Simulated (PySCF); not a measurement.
This PySCF input asks for the NMR shieldings of `CB1OC(=O)C(=O)O1`, C3H3BO4; the geometry comes from GFN2-xTB.

```python
import basis_set_exchange as bse
import numpy as np
from pyscf import gto, dft
from pyscf.prop import nmr

atoms = """
C    -1.958797   -0.057142   -0.017532
B    -0.396936   -0.009520    0.008686
O     0.362059    1.140726   -0.135552
C     1.672432    0.820008   -0.083972
O     2.578484    1.582430   -0.182978
C     1.716002   -0.717976    0.122405
O     2.663579   -1.427693    0.224097
O     0.425859   -1.113539    0.163788
H    -2.395961    0.870875    0.337287
H    -2.314783   -0.204699   -1.035863
H    -2.346512   -0.880800    0.573670
"""
names = dict.fromkeys(["C", "B", "O", "H"], "pcSseg-1")
basis = {el: gto.basis.parse(bse.get_basis(n, elements=[el], fmt="nwchem")) for el, n in names.items()}
mol = gto.M(atom=atoms, basis=basis, charge=0, verbose=0)
mf = dft.RKS(mol, xc="PBE0")
mf.grids.level = 2
mf.grids.alignment = dft.numint.BLKSIZE   # the property module wants whole blocks of grid points
mf.conv_tol = 1e-9
mf.kernel()

calc = nmr.RKS(mf)   # GIAO
C = mf.mo_coeff
Co = C[:, mf.mo_occ > 0]
resp = mf.gen_response(singlet=True, hermi=2)
def vind(x):   # induced exchange potential for any number of trial vectors
    d = np.einsum("pi,xij,qj->xpq", C, 2 * x.reshape(-1, C.shape[1], Co.shape[1]), Co, optimize=True)
    return np.einsum("xpq,pi,qj->xij", resp(d - d.transpose(0, 2, 1)), C, Co, optimize=True).ravel()
mo1, _ = nmr.rhf.solve_mo1(calc, with_cphf=vind)
sigma = calc.kernel(mo1)
for i, s in enumerate(sigma):   # ppm
    print("%2d %-2s %9.2f" % (i, mol.atom_pure_symbol(i), np.trace(s) / 3))
```

Q: What does it print?

A: 
```
 0 C     189.97
 1 B      60.88
 2 O      57.10
 3 C      27.71
 4 O    -156.71
 5 C      27.72
 6 O    -156.62
 7 O      57.09
 8 H      30.82
 9 H      30.77
10 H      30.82
```

These numbers come from an equivalent density-fitted implementation of the same equations, which agrees with the script to about 0.01 ppm for H and up to a few tenths of a ppm for heavy atoms, so last digits may differ.

Size and cost of the density-fitted run: 151 basis functions, 20 s wall time on 1 thread of an Arm Neoverse V1, shared host.
